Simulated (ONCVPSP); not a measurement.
**strontium: one change to an ONCV potential, before and after**

Sr, optimised norm-conserving Vanderbilt (ONCV), made with ONCVPSP 4.0.1 (revPBE, scalar-relativistic). Core [Ar] 3d10, reference 4s2 4p6 5s1.75 (charge +0.25). Waves: 4s+5s: rc 2.20 bohr, ncon 5, nbas 10, qcut 5.9 1/bohr, 3 projectors, debl 3.1 Ha; 4p: rc 2.45 bohr, ncon 3, nbas 7, qcut 7.2 1/bohr, 3 projectors, debl 0.8 Ha; d scattering state at 0.11 Ha: rc 1.95 bohr, ncon 3, nbas 8, qcut 5.1 1/bohr, 1 projector. Local part: polynomial inside 1.55 bohr (lpopt 5, dvloc0 1 Ha). Core correction: Teter function, fcfact 3.5, rcfact 1.25.

In the p channel the program set the typed energies aside and used -0.893, 0.250, 1.050 Ha. In the d channel the program set the typed energies aside and used 0.050 Ha.

Change: all radii but the core radius scaled by about 1.25 (s 2.76, p 3.06, d 2.44 bohr); local potential polynomial inside 1.94 bohr (lpopt 5, dvloc0 1 Ha).

Cutoffs: the cutoffs (Ha) at which the residual kinetic energy of the hardest occupied pseudo-wave falls to 1 and 0.1 mHa per electron; they do not see the model core or the augmentation charge, which bear on the density cutoff. Errors are all-electron minus pseudo energies relative to the spin-unpolarised reference configuration.

Predict the effect on cutoff, ghosts and configuration errors.

The potential gets softer (12 Ha and 14 Ha → 8.9 Ha and 11 Ha); of the 4 tests that both files solve, the error grows in 2 and shrinks in 0 by more than 15 % and 0.3 meV (median size 0.4 → 0.9 meV); neither file shows a bound ghost. A larger radius leaves more room for a smooth pseudo-wave, so fewer plane waves are needed.

```csv
quantity,base,changed
"cutoff, loose",12 Ha,8.9 Ha
"cutoff, tight",14 Ha,11 Ha
loose cutoff by channel,"s 12 Ha, p 7.5 Ha","s 8.9 Ha, p 8.3 Ha"
bound ghosts,none,none
GHOST(+) flags under 300 eV,s at 290.1 eV,none
"error for 4s2 4p6 5s2, meV [ΔE -1.01 eV]",+0.1,+0.1
"error for 4s2 4p6 5s1, meV [ΔE 4.81 eV]",-0.4,-0.6
"error for 4s2 4p6 5s0, meV [ΔE 15.71 eV]",-1.9,-3.8
"error for 4s2 4p6 5s0 5p2, meV [ΔE 3.58 eV]",-0.5,-1.1
"rms error of d²Exc/dni dnj with the model core, mHa",0.55,0.83
```
